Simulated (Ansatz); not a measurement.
Cost and result up the ladder for Sn(vinyl)I3 (C2H3I3Sn) (9 atoms). The state is a singlet with charge 0. Geometry: PBE-D4/def2-SVP.

```
atom    x (Å)    y (Å)    z (Å)
 Sn1  -0.5151   1.0020  -0.6506
  C2  -0.2734  -0.7610   0.5647
  C3   0.9323  -1.2934   0.8115
  H4  -1.2092  -1.1887   0.9653
  H5   1.8711  -0.8705   0.4138
  H6   1.0376  -2.1982   1.4372
  I7   0.8527   3.0982   0.4118
  I8  -3.1530   1.6259  -0.7981
  I9   0.4570   0.5858  -3.1557
```

Ansatz; hardware A = 2 threads of AMD EPYC 7R13 on a shared host and a share (18 GiB) of an NVIDIA H100 80GB HBM3; B = 2 threads of AMD EPYC 7R13 on a shared host. Times are rough, and most runs start from the orbitals of an earlier one. PBE0-D4/def2-TZVP serves as the yardstick here, not as an exact answer. Differences are given only for rows in sets of like size (and for xTB, whose basis is part of the method), since another set adds its own error. Binding counts from free atoms at the same level (Sn triplet, C triplet, H doublet, I doublet; other spins of the atoms weren't run), without zero-point energy or a counterpoise term.

In the def2 sets I, Sn take a core potential; there is no spin–orbit coupling. B3LYP takes the VWN-RPA correlation. Correlated methods freeze 18 core orbitals; core or outer-core shells of Sn, I are correlated, in sets that lack core-valence functions. The rows differ in basis, and correlated rows in double-zeta sets carry the largest basis error.

Run but left out: HF/STO-3G (restricted singlet, unstable in another Hartree–Fock run and untested here).

Correlated methods converge slowly with the basis, most of all in double-zeta sets.

```csv
level,functions,binding energy per atom (eV),difference from PBE0-D4/def2-TZVP (eV),remarks
PBE-D4/def2-SVP [B],147,3.41,–,–
CCSD(T)/def2-SVP [A],147,3.09,–,restricted SCF unstable
MP2/def2-TZVP [A],280,3.28,-0.05,restricted SCF unstable
PBE0-D4/def2-SVP [B],147,3.34,–,–
B3LYP-D4/def2-TZVP [A],280,3.28,-0.05,–
r2SCAN-D4/def2-TZVP [A],280,3.32,-0.02,–
PBE-D4/def2-TZVP [A],280,3.40,0.07,–
revPBE-D4/def2-TZVP (with forces) [A],280,3.30,-0.04,–
PBE0-D4/def2-TZVP [A],280,3.34,0.00,–
```

(1) Estimate how long each takes.

Results:

(1) PBE-D4/def2-SVP [B] 3 s; PBE0-D4/def2-SVP [B] 5.5 s; revPBE-D4/def2-TZVP (with forces) [A] 9.5 s; MP2/def2-TZVP [A] 9.5 s; r2SCAN-D4/def2-TZVP [A] 9.5 s; B3LYP-D4/def2-TZVP [A] 10 s; PBE-D4/def2-TZVP [A] 11 s; CCSD(T)/def2-SVP [A] 16 s; PBE0-D4/def2-TZVP [A] 18 s. On shared hardware such times vary by a factor of up to 3.
